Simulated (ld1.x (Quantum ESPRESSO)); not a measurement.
# Before and after: TM semilocal potential for Sc (Z = 21)

* Element: scandium (Sc)
* Generator: ld1.x (Quantum ESPRESSO) 7.5
* Type: norm-conserving Troullier–Martins (semilocal form)
* Functional: PBE
* Relativity: scalar-relativistic
* Frozen core: [Ar]
* Valence charge: 3
* Reference configuration: 3d1 4s1 4p1
* Partial waves: 4s (bound): rc 3.15 bohr; 4p (bound): rc 3.70 bohr; 3d (bound): rc 2.70 bohr
* Local potential: the d channel
* Core correction: Bessel-smoothed model core inside 2.30 bohr

Change: all radii but the core radius scaled by about 0.72 (s 2.28, p 2.66, d 1.94 bohr).

Cutoffs: the cutoffs (Ry, on a coarse ladder) from which the occupation-weighted sum of valence levels, in a spherical-Bessel basis at the reference potential, stays within 10 and 1 mRy of its value at 400 Ry; they do not see the model core or the augmentation charge, which bear on the density cutoff. Errors are all-electron minus pseudo energies relative to the spin-unpolarised reference configuration.

Problem. Predict the effect on cutoff, ghosts and configuration errors.

Solution. The potential gets harder (30 Ry and 35 Ry → 50 Ry and 55 Ry); of the 7 tests that both files solve, the error grows in 2 and shrinks in 4 by more than 15 % and 0.3 meV (median size 3.8 → 4.0 meV); neither file shows a bound ghost. A smaller radius makes the pseudo-wave follow the all-electron one further in, where it bends more sharply, so more plane waves are needed. A semilocal file is local in each channel, so a ghost entry of none says nothing of the separable form that plane-wave codes build from it.

```csv
quantity,base,changed
"cutoff, loose",30 Ry,50 Ry
"cutoff, tight",35 Ry,55 Ry
loose cutoff by channel (10 mRy a level),"s 6 Ry, p 6 Ry, d 30 Ry","s 8 Ry, p 6 Ry, d 50 Ry"
bound ghosts,none,none
"error for 3d1 4s2 4p0, meV [ΔE -2.78 eV]",-2.3,+0.1
"error for 3d1 4s1 4p0, meV [ΔE 4.12 eV]",-1.5,-0.8
"error for 3d1 4s0 4p0, meV [ΔE 16.89 eV]",-14,-9.6
"error for 3d1.5 4s1.5 4p0, meV [ΔE -2.10 eV]",-36,-40
"error for 3d0 4s2 4p0, meV [ΔE 5.60 eV]",+53,-142
"error for 3d1 4s0 4p2, meV [ΔE 2.89 eV]",-3.8,-0.4
"error for 3d1 4s0 4p1, meV [ΔE 7.55 eV]",-2.1,+4.0
```
